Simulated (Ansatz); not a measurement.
Geometry optimisation, Ansatz, RKS PBE0/6-31G.

Input:

```yaml
crystal:
  periodic: [false, false, false]
  atoms:
    - { symbol: Mg, position_ang: [-0.3113, -0.6799, -1.3639] }
    - { symbol: "N", position_ang: [1.1063, -0.0072, 0.5489] }
    - { symbol: Cl, position_ang: [-1.1669, -2.5318, -1.9813] }
    - { symbol: H, position_ang: [-0.1165, 0.5399, 0.5998] }
    - { symbol: O, position_ang: [-1.3008, 0.8465, 0.2271] }
    - { symbol: H, position_ang: [1.2488, -0.655, 1.3088] }
    - { symbol: H, position_ang: [1.8299, 0.6938, 0.5598] }
    - { symbol: H, position_ang: [-1.2895, 1.7938, 0.1007] }
basis:
  gaussian: { orbitals: "6-31G" }
hamiltonian:
  xc: pbe0
relax:
  f_tol: 0.15
  max_steps: 25
  restrain:
    - { distance: [0, 4], at: 2.07, k: 30.0 }
    - { distance: [3, 1], at: 1.02, k: 30.0 }
    - { distance: [0, 1], at: 3.42, k: 30.0 }
    - { distance: [3, 4], at: 2.27, k: 30.0 }
```

Launched with:

```bash
$ ansatz run input.yaml --threads 1 --pin off --max-ram 2048MiB --backend cpu --events-out ev --progress --plain --runs-dir out
```

**Question.** Where does it end, and by what steps?

**Answer.** The run converged. The restraints hold the end off the free minimum. Limits of this set-up: no polarisation functions. After 13 steps the energy has fallen by 0.909 eV (the restraints' own energy left out); H8 moved furthest, 0.87 Å. Parted: Mg1–N2. Joined: N2–H4.

| step | energy less start (eV) | largest force component (eV/Å) | accepted |
| --- | --- | --- | --- |
| 0 | 0.0000 | 3.540 | yes |
| 1 | 0.1343 | 4.902 | yes |
| 2 | -0.0256 | 3.583 | yes |
| 3 | -0.2165 | 2.728 | yes |
| 4 | -0.5394 | 2.349 | yes |
| 5 | -0.7179 | 1.957 | yes |
| 6 | -0.8230 | 1.871 | yes |
| 7 | -0.8373 | 1.922 | yes |
| 8 | -0.8353 | 1.905 | yes |
| 9 | -0.8871 | 2.024 | yes |
| 10 | -0.7979 | 2.107 | no |
| 11 | -0.8913 | 2.047 | yes |
| 12 | -0.8966 | 2.058 | yes |
| 13 | -0.9093 | 2.180 | yes |

```xyz
8
Properties=species:S:1:pos:R:3
Mg -1.056 -0.759 -1.217
N 1.399 0.056 0.991
Cl -1.373 -2.495 -2.621
H 0.614 0.699 0.934
O -1.311 0.954 -0.235
H 1.492 -0.448 1.857
H 2.266 0.397 0.607
H -2.031 1.597 -0.315
```

Whether the end is a true minimum wasn't checked by a vibrational analysis.

The run took 44 s on 1 thread of Arm Neoverse V1, on a shared host, peak memory 0.15 GiB.
